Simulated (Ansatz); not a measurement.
WO4H2 (the lowest singlet isomer of a short search). Charge 0, multiplicity 1. Geometry PBE-D4/def2-SVP, basis def2-TZVP, Ansatz.

Cartesian coordinates in Å:
```
W 0.004 0.042 -0.234
O -1.902 0.099 -0.672
O 1.123 -0.189 -1.511
O -1.257 1.403 -0.709
O 0.780 0.178 1.481
H -0.451 -1.595 -0.129
H 1.703 0.062 1.774
```

| run | HOMO (eV) | LUMO (eV) |
| --- | --- | --- |
| A | -6.65 | -3.71 |
| B | -8.01 | -2.74 |
| C | -10.45 | -0.56 |
| D | -8.26 | -2.71 |
| E | -6.81 | -3.40 |
| F | -6.73 | -3.42 |

In the def2 sets W takes a core potential; there is no spin–orbit coupling. The structure holds one bond between oxygen atoms, so isomers without such links may lie far lower. The structure comes from a short search, and lower isomers may exist.

Task: The runs used B97M-V, LDA (SPW92), PBE0, r2SCAN, r2SCAN0, ωB97X-V. Estimate which is which.

Result: A LDA (SPW92) (0 % exact exchange); B PBE0 (25 % exact exchange); C ωB97X-V (range-separated); D r2SCAN0 (25 % exact exchange); E B97M-V (0 % exact exchange); F r2SCAN (0 % exact exchange). Exact exchange lowers occupied and raises empty levels; among semilocal functionals meta-GGAs tend to open the gap a little, and such runs are hard to tell apart. The gap grows from 2.94 eV (LDA (SPW92)) to 9.90 eV (ωB97X-V).
